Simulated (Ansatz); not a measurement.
Compare A (`O=[CH][GeH2][Cl]`) with its isomer B (`C[O][Ge][Cl]`).

Gas-phase electronic energies from Ansatz, PBE0-D4/def2-TZVP geometries. CCSD(T)/CBS is the MP2 limit (def2-TZVPP, def2-QZVPP) plus CCSD(T) − MP2 in def2-TZVPP, frozen cores. Functionals use def2-TZVPP. For Ge outer-core shells are correlated without core-valence functions, which leaves a few kJ/mol of doubt a bond. Scalar relativity is left out up to krypton. Each species was taken in one conformer, which may not be the lowest.

A:

Z-matrix (Å, degrees):
```
Ge
C 1 2.008
Cl 1 2.156 2 106.1
H 1 1.533 2 111.1 3 -117.2
H 1 1.533 2 111.1 3 117.2
O 2 1.197 1 120.9 3 179.9
H 2 1.114 1 117.6 3 -0.1
```

B:

```xyz
7

C    -0.107   -0.543    0.660
O    -0.649    0.716    0.330
Ge   -0.400    1.799   -1.039
Cl    1.075    0.659   -2.235
H     0.401   -0.469    1.625
H     0.602   -0.895   -0.093
H    -0.921   -1.267    0.751
```

(1) Which is lower in electronic energy at CCSD(T)/CBS, and by how much? (An estimate is asked.)

(2) Give E(B) − E(A) in kJ/mol with PBE0-D4, HF/def2-TZVPP, CCSD(T)/def2-SVP, LDA (SPW92), BLYP-D4, PBE-D4, CCSD/def2-TZVPP. (An estimate is asked.)

(3) Does the order hold for the free energy at 298.15 K (harmonic terms from PBE0-D4)? (Best estimate.)

Largest T1 diagnostic: 0.015.

Answers

(1) Ansatz gave: B, by 135.9 kJ/mol.

(2) The calculation gave: PBE0-D4 -133.0, HF/def2-TZVPP -115.7, CCSD(T)/def2-SVP -113.0, LDA (SPW92) -146.6, BLYP-D4 -149.6, PBE-D4 -137.8, CCSD/def2-TZVPP -118.1. None reverses the order clearly.

(3) Computed: Yes: G(B) − G(A) = -114.3 kJ/mol, for one conformer each. Modes under 60 cm⁻¹, often nearly free rotors, make the harmonic entropy too high.

At CCSD(T), def2-SVP lies +22.9 kJ/mol from the extrapolated value and def2-TZVPP +17.8 kJ/mol. From BLYP to BHLYP (50 % exact exchange), in def2-TZVPP and without D4, E(B) − E(A) moves by +6.6 kJ/mol.
